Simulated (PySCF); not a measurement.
Compound: 3-methylthio-2-butanone, C5H10OS.
Numbering: `[CH3:1][S:2][C@H:3]([CH3:4])[C:5]([CH3:6])=[O:7]` (hydrogens: H8, H9, H10 on C1; H11 on C3; H12, H13, H14 on C4; H15, H16, H17 on C6)

Computed geometry: GFN2-xTB, gas phase.

Question: List the bond lengths, angles and torsions at this level.

Answer: 
```csv
bond,length (pm)
C1–S2,181.2
S2–C3,184.8
C3–C4,151.6
C3–C5,151.2
C5–C6,150.4
C5=O7,120.8
"C1–H8, C1–H9, C1–H10",108.6
C3–H11,109.1
"C4–H12, C4–H13, C4–H14",108.8
"C6–H15, C6–H16, C6–H17",108.8
```

Bonds in one row agree within 1 pm and their mean is given. A selection of angles:
```csv
angle,degrees
S2–C1–H8,106.3
S2–C1–H9,109.8
H8–C1–H9,110.1
H9–C1–H10,111.1
C1–S2–C3,101.8
S2–C3–C4,112.7
S2–C3–C5,102.4
S2–C3–H11,103.2
C4–C3–C5,114.5
C4–C3–H11,111.8
C5–C3–H11,111.4
C3–C4–H12,109.5
C3–C4–H13,110.6
H12–C4–H13,108.9
H12–C4–H14,108.2
C3–C5–C6,114.7
C3–C5–O7,121.8
C6–C5–O7,123.4
C5–C6–H15,110.3
H15–C6–H16,108.2
H15–C6–H17,110.2
```

Dihedral angles: C1–S2–C3–C4 55° (synclinal); S2–C3–C5–C6 -85° (synclinal).

The 2 C–S bonds span 1.812 Å (C1–S2, drawn single) to 1.848 Å (S2–C3, drawn single), a spread of 0.036 Å. Of the pairs four or more bonds apart, O7···H10 is among the closest relative to their van der Waals radii: 2.29 Å, 84 % of the sum of Bondi's values.

Point group: C1 (no symmetry element, even within 0.4 Å). Whether it is a minimum is left open (no frequencies). One conformer, not necessarily the lowest.
